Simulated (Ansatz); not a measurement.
H4Si2, SMILES `[SiH][SiH3]` (lower singlet) (charge 0, multiplicity 1). This singlet lies 0.59 eV below the relaxed triplet at the level composite: frozen-core CCSD(T) with HF/cc-pVQZ and the correlation energy extrapolated as X^-3 from cc-pVTZ and cc-pVQZ, plus CCSDT(Q) minus CCSD(T) in cc-pVDZ // PBE0-D3(BJ)/def2-TZVP (Ansatz, a quantum-chemistry and plane-wave program).

Method: frozen-core CCSD(T)/cc-pVDZ // PBE0-D3(BJ)/def2-TZVP run with Ansatz.

Ansatz 0.2 input:
```yaml
crystal:
  periodic: [false, false, false]
  atoms:
    - { symbol: Si, position_ang: [1.669221, 0.838116, 0.237125] }
    - { symbol: Si, position_ang: [-0.57436, 0.095248, -0.050779] }
    - { symbol: H, position_ang: [2.111778, -0.60588, 0.011559] }
    - { symbol: H, position_ang: [-0.856402, -0.749215, 1.152127] }
    - { symbol: H, position_ang: [-1.594707, 1.178727, -0.08865] }
    - { symbol: H, position_ang: [-0.75553, -0.756995, -1.261383] }
basis:
  gaussian: { orbitals: cc-pVDZ }
correlation:
  method: ccsd_t
```

Output:

```
Functional definition: HF
539 factors; integrals over basis functions are off by at most 1.1e-3 eV
mean field evaluation 1: about -15784.8572 eV, gradient 1.1e1 eV
mean field evaluation 2: about -15784.8599 eV, gradient 1.1e1 eV
mean field evaluation 4: about -15785.7323 eV, gradient 7.9e-1 eV
mean field evaluation 8: about -15785.7383 eV, gradient 4.7e-4 eV
mean field -15785.73828639 eV, -580.1151820671 hartree, gradient 2.8e-6 eV, S^2 0.000000; 0 other end points of the search recorded, 0 dependent functions left out; unrestricted orbitals would lower it
mean field evaluation 16: about -15785.7454 eV, gradient 6.4e0 eV
10 core orbitals not correlated
reference -15785.73828639 eV, -580.1151820671 hartree; 6, 6 occupied and 40, 40 virtual orbitals, 539 factors
second order -5.09437584 eV of doubles, -0.00000000 eV of singles
cycle   1  -6.03156676 eV  change   -9.4e-1 eV  update   8.1e-2
cycle   2  -6.40280182 eV  change   -3.7e-1 eV  update   3.2e-2
cycle   3  -6.42346288 eV  change   -2.1e-2 eV  update   1.1e-2
cycle   4  -6.42154912 eV  change    1.9e-3 eV  update   4.3e-3
cycle   5  -6.42144318 eV  change    1.1e-4 eV  update   1.6e-3
cycle   6  -6.42146335 eV  change   -2.0e-5 eV  update   6.3e-4
cycle   7  -6.42152314 eV  change   -6.0e-5 eV  update   2.6e-4
cycle   8  -6.42162250 eV  change   -9.9e-5 eV  update   9.2e-5
cycle   9  -6.42160109 eV  change    2.1e-5 eV  update   3.5e-5
cycle  10  -6.42159274 eV  change    8.4e-6 eV  update   1.5e-5
perturbative correction -0.16624828 eV, -0.0061095117 hartree
Total energy: -15792.32612741 eV, -580.3572807592 hartree
```
